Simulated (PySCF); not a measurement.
4-methylidene-2,3-dihydropyrrole (C5H7N), SMILES C=C1C=NCC1.

Geometry: PBE0-D3(BJ)/def2-SVP. One conformer was computed; it need not be the lowest.

These are PBE0-D3(BJ)/def2-SVP in PySCF values and carry that method's errors.

Harmonic, unscaled wavenumbers; measured fundamentals usually lie a few per cent lower.

Computed harmonic wavenumbers and intensities:
```json
[
 {"mode": "1", "ν (cm⁻¹)": "56", "IR (km/mol)": "0.1", "Raman (Å⁴/amu)": "0.7", "depolarisation": "0.75", "moving atoms (share of kinetic energy)": "H 50 %, C 49 %"},
 {"mode": "2", "ν (cm⁻¹)": "303", "IR (km/mol)": "2.0", "Raman (Å⁴/amu)": "1.7", "depolarisation": "0.75", "moving atoms (share of kinetic energy)": "C 43 %, N 31 %, H 26 %"},
 {"mode": "3", "ν (cm⁻¹)": "351", "IR (km/mol)": "0.6", "Raman (Å⁴/amu)": "2.4", "depolarisation": "0.74", "moving atoms (share of kinetic energy)": "C 57 %, H 38 %"},
 {"mode": "4", "ν (cm⁻¹)": "528", "IR (km/mol)": "17.5", "Raman (Å⁴/amu)": "5.6", "depolarisation": "0.75", "moving atoms (share of kinetic energy)": "H 56 %, C 39 %"},
 {"mode": "5", "ν (cm⁻¹)": "654", "IR (km/mol)": "1.4", "Raman (Å⁴/amu)": "18.1", "depolarisation": "0.33", "moving atoms (share of kinetic energy)": "C 81 %, H 14 %"},
 {"mode": "6", "ν (cm⁻¹)": "709", "IR (km/mol)": "1.4", "Raman (Å⁴/amu)": "1.1", "depolarisation": "0.75", "moving atoms (share of kinetic energy)": "H 94 %"},
 {"mode": "7", "ν (cm⁻¹)": "805", "IR (km/mol)": "12.3", "Raman (Å⁴/amu)": "2.7", "depolarisation": "0.40", "moving atoms (share of kinetic energy)": "N 50 %, C 45 %"},
 {"mode": "8", "ν (cm⁻¹)": "808", "IR (km/mol)": "0.6", "Raman (Å⁴/amu)": "2.8", "depolarisation": "0.75", "moving atoms (share of kinetic energy)": "H 71 %, C 25 %"},
 {"mode": "9", "ν (cm⁻¹)": "899", "IR (km/mol)": "5.9", "Raman (Å⁴/amu)": "4.7", "depolarisation": "0.32", "moving atoms (share of kinetic energy)": "C 73 %, H 26 %"},
 {"mode": "10", "ν (cm⁻¹)": "921", "IR (km/mol)": "34.3", "Raman (Å⁴/amu)": "3.3", "depolarisation": "0.75", "moving atoms (share of kinetic energy)": "H 73 %, C 27 %"},
 {"mode": "11", "ν (cm⁻¹)": "940", "IR (km/mol)": "5.5", "Raman (Å⁴/amu)": "5.9", "depolarisation": "0.39", "moving atoms (share of kinetic energy)": "H 50 %, C 46 %"},
 {"mode": "12", "ν (cm⁻¹)": "956", "IR (km/mol)": "1.9", "Raman (Å⁴/amu)": "4.7", "depolarisation": "0.75", "moving atoms (share of kinetic energy)": "H 65 %, C 32 %"},
 {"mode": "13", "ν (cm⁻¹)": "981", "IR (km/mol)": "0.4", "Raman (Å⁴/amu)": "4.0", "depolarisation": "0.41", "moving atoms (share of kinetic energy)": "C 56 %, H 36 %, N 8 %"},
 {"mode": "14", "ν (cm⁻¹)": "1023", "IR (km/mol)": "27.7", "Raman (Å⁴/amu)": "1.3", "depolarisation": "0.75", "moving atoms (share of kinetic energy)": "C 48 %, H 34 %, N 17 %"},
 {"mode": "15", "ν (cm⁻¹)": "1047", "IR (km/mol)": "4.4", "Raman (Å⁴/amu)": "0.8", "depolarisation": "0.75", "moving atoms (share of kinetic energy)": "H 53 %, C 45 %"},
 {"mode": "16", "ν (cm⁻¹)": "1184", "IR (km/mol)": "1.6", "Raman (Å⁴/amu)": "1.4", "depolarisation": "0.75", "moving atoms (share of kinetic energy)": "H 82 %, C 15 %"},
 {"mode": "17", "ν (cm⁻¹)": "1230", "IR (km/mol)": "0.4", "Raman (Å⁴/amu)": "6.6", "depolarisation": "0.75", "moving atoms (share of kinetic energy)": "H 94 %"},
 {"mode": "18", "ν (cm⁻¹)": "1263", "IR (km/mol)": "1.9", "Raman (Å⁴/amu)": "3.9", "depolarisation": "0.70", "moving atoms (share of kinetic energy)": "H 63 %, C 36 %"},
 {"mode": "19", "ν (cm⁻¹)": "1270", "IR (km/mol)": "2.0", "Raman (Å⁴/amu)": "20.1", "depolarisation": "0.52", "moving atoms (share of kinetic energy)": "H 62 %, C 35 %"},
 {"mode": "20", "ν (cm⁻¹)": "1327", "IR (km/mol)": "3.8", "Raman (Å⁴/amu)": "11.6", "depolarisation": "0.53", "moving atoms (share of kinetic energy)": "H 55 %, C 34 %, N 11 %"},
 {"mode": "21", "ν (cm⁻¹)": "1342", "IR (km/mol)": "12.6", "Raman (Å⁴/amu)": "7.8", "depolarisation": "0.16", "moving atoms (share of kinetic energy)": "C 62 %, H 38 %"},
 {"mode": "22", "ν (cm⁻¹)": "1427", "IR (km/mol)": "3.7", "Raman (Å⁴/amu)": "21.6", "depolarisation": "0.57", "moving atoms (share of kinetic energy)": "H 84 %, C 15 %"},
 {"mode": "23", "ν (cm⁻¹)": "1435", "IR (km/mol)": "4.3", "Raman (Å⁴/amu)": "12.5", "depolarisation": "0.73", "moving atoms (share of kinetic energy)": "H 92 %"},
 {"mode": "24", "ν (cm⁻¹)": "1462", "IR (km/mol)": "10.5", "Raman (Å⁴/amu)": "39.1", "depolarisation": "0.44", "moving atoms (share of kinetic energy)": "H 90 %, C 9 %"},
 {"mode": "25", "ν (cm⁻¹)": "1721", "IR (km/mol)": "30.9", "Raman (Å⁴/amu)": "45.5", "depolarisation": "0.22", "moving atoms (share of kinetic energy)": "C 54 %, N 42 %"},
 {"mode": "26", "ν (cm⁻¹)": "1752", "IR (km/mol)": "3.7", "Raman (Å⁴/amu)": "116.2", "depolarisation": "0.26", "moving atoms (share of kinetic energy)": "C 93 %"},
 {"mode": "27", "ν (cm⁻¹)": "3066", "IR (km/mol)": "28.1", "Raman (Å⁴/amu)": "173.4", "depolarisation": "0.18", "moving atoms (share of kinetic energy)": "H 94 %"},
 {"mode": "28", "ν (cm⁻¹)": "3086", "IR (km/mol)": "9.5", "Raman (Å⁴/amu)": "146.1", "depolarisation": "0.04", "moving atoms (share of kinetic energy)": "H 94 %"},
 {"mode": "29", "ν (cm⁻¹)": "3108", "IR (km/mol)": "7.1", "Raman (Å⁴/amu)": "108.8", "depolarisation": "0.75", "moving atoms (share of kinetic energy)": "H 90 %, C 10 %"},
 {"mode": "30", "ν (cm⁻¹)": "3138", "IR (km/mol)": "7.6", "Raman (Å⁴/amu)": "80.3", "depolarisation": "0.75", "moving atoms (share of kinetic energy)": "H 90 %, C 10 %"},
 {"mode": "31", "ν (cm⁻¹)": "3166", "IR (km/mol)": "2.5", "Raman (Å⁴/amu)": "101.0", "depolarisation": "0.10", "moving atoms (share of kinetic energy)": "H 94 %"},
 {"mode": "32", "ν (cm⁻¹)": "3174", "IR (km/mol)": "14.2", "Raman (Å⁴/amu)": "130.9", "depolarisation": "0.24", "moving atoms (share of kinetic energy)": "H 91 %, C 9 %"},
 {"mode": "33", "ν (cm⁻¹)": "3268", "IR (km/mol)": "3.2", "Raman (Å⁴/amu)": "82.8", "depolarisation": "0.75", "moving atoms (share of kinetic energy)": "H 89 %, C 11 %"}
]
```
